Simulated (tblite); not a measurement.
Compound: C6H9O2 (doublet state).
Cartesian coordinates in Å at the GFN2-xTB level; atoms count from 1:
```
atom  x, y, z in Å
C1    -2.4935    0.3889    0.0613
O2    -1.9684   -0.8707   -0.2911
C3    -0.6228   -0.8168   -0.7292
C4     0.3207   -0.6376    0.4337
O5    -0.0529   -1.2545    1.5933
C6     1.4720    0.0704    0.3468
C7     2.6252    0.5722    0.8366
C8     2.3205    0.8864   -0.5810
H9    -1.9353    0.8446    0.8866
H10   -2.4751    1.0716   -0.7953
H11   -3.5239    0.2184    0.3673
H12   -0.4467   -1.7854   -1.2166
H13   -0.4725   -0.0204   -1.4692
H14   -0.9374   -1.6263    1.4428
H15    3.3114    0.6923    1.6338
H16    2.8708    0.3904   -1.3759
H17    2.0008    1.8885   -0.8551
```

Method: GFN2-xTB as coded in tblite; computed harmonic values from a numerical Hessian at the method's own geometry, unscaled. The method is semi-empirical: single wavenumbers can be off by several per cent or more. One conformer, not necessarily the lowest. Open shells enter through the occupations alone, without spin polarisation, and single modes of such species can be off by tens of per cent.

Harmonic wavenumbers (cm⁻¹): 45.3, 105.3, 135.9, 160.6, 175.4, 243.0, 280.9, 355.2, 385.3, 405.3, 492.9, 498.2, 501.6, 750.6, 908.1, 927.5, 963.3, 971.4, 996.7, 1008.1, 1050.9, 1083.9, 1132.3, 1139.3, 1144.9, 1155.7, 1233.3, 1267.1, 1286.6, 1378.1, 1407.8, 1440.9, 1467.9, 1475.5, 1489.3, 1744.4, 2892.6, 2910.3, 2921.2, 2940.3, 2966.6, 2993.6, 3031.6, 3262.5, 3406.3.

A = 4031, B = 1213, C = 1078 MHz; mass 113.060 u (most abundant isotopes); point group C1, symmetry number 1; spin multiplicity 2.

**Question.** What is the zero-point energy?

**Answer.** ½Σν̃ = 29267 cm⁻¹ = 83.68 kcal/mol.

**Question.** Give the ideal-gas entropy at 350 K and 1 bar in the rigid-rotor, harmonic-oscillator model (classical rotation).

**Answer.** Translation 40.91, rotation 28.98, vibration 30.74, spin (R ln 2) 1.38: S = 102.0 cal/(mol K).

**Question.** And Cp and H(350 K) − H(0)?

**Answer.** Cp = 39.77 cal/(mol K), of which vibrations give 31.83 (their classical limit is 45 R = 89.4); H(350 K) − H(0) = 8.48 kcal/mol without the zero-point energy, 5.70 from vibrations.

**Question.** Blend soft modes into free rotors: weight 1/[1 + (100 cm⁻¹/ν̃)⁴] for the oscillator and the rest for a rotor with moment μB/(μ + B), μ = h/(8π²ν), B = 10⁻⁴⁴ kg m². What vibrational entropy results?

**Answer.** 28.81 cal/(mol K) in place of 30.74, which changes −T·S at 350 K by +0.68 kcal/mol.

**Question.** How do the functions run with temperature in this model?

**Answer.** 
```
 T (K)  S (cal/(mol K))  Cp (cal/(mol K))  H − H(0) (kcal/mol)  G − H(0) (kcal/mol)  ln q(vib)
   150             76.6              22.6                 2.25                -9.24       2.54
   250             90.2              31.1                 4.94               -17.60       4.92
298.15             96.0              35.3                 6.53               -22.09       6.06
   400            107.6              43.9                10.57               -32.46       8.44
   600            128.1              57.5                20.80               -56.08      13.02
   900            154.2              70.5                40.18               -98.56      19.47
```

q(vib) and H(0) count from the zero-point level.

Hindered rotation and anharmonicity are outside this model. Other conformers, if any are populated, would add a mixing term that is left out. The structure is chiral; the term R ln 2 for an equal mix with its mirror image is left out.
